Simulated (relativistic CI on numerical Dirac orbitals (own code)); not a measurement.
## One change at a time: Bi LXI

Base calculation: Dirac-Coulomb-Breit CI, KLI orbitals optimised for each configuration, model QED (radiative potential, 1s self-energy scaled to tabulated hydrogen-like ionisation energies), unscaled Slater integrals.

Configuration list (outside the closed core [Ne]): 3s²3p⁶3d⁵, 3s²3p⁵3d⁶, 3s²3p⁴3d⁷, 3s3p⁶3d⁶, 3p⁶3d⁷, 3s3p⁵3d⁷, 3s²3p⁶3d⁴4s, 3s²3p⁶3d⁴4p, 3s²3p⁴3d⁶4s, 3s²3p⁵3d⁵4s, 3s²3p⁶3d⁴4f, 3s²3p⁶3d³4s², 3s3p⁶3d⁵4s. Levels of other configurations are missing.

The lowest level and the first level of each name with at least 55 % of one term (blank where a level has no safe partner in the second run):

```tsv
Level	Base (eV)	Shift (eV)
3s²3p⁶3d⁵ ²D5/2	0.000	0.000
3s²3p⁶3d⁵ ²D3/2	161.182	+1.949
3s²3p⁶3d⁵ ⁴G9/2	240.775	+7.273
3s²3p⁶3d⁵ ²I13/2	243.962	+10.100
3s²3p⁶3d⁵ ⁴D1/2	247.430	+4.513
3s²3p⁶3d⁵ ²G7/2	258.517	+7.208
3s²3p⁶3d⁵ ⁴F5/2	261.333	+4.912
3s²3p⁶3d⁵ ²P3/2	297.855	+4.586
3s²3p⁵3d⁶ ⁴H°13/2	599.386	+10.811
3s²3p⁵3d⁶ ⁴I°15/2	608.862	+12.292
```

At this charge energies of transitions that change n are usually good to better than 1 %, and those within a shell (Δn = 0) to a few per cent.

(1) One thing was changed in a second run, which moved the levels as shown. Which?
A. configuration mixing switched off
B. Breit term removed
C. QED terms removed

Results:

(1) B. Breit term removed. The Breit term mainly narrows fine-structure intervals, so removing it widens them.

LS names give the leading component of a level, which can be under half, so a name can repeat, a term be missing and a line seem to break the LS rules.
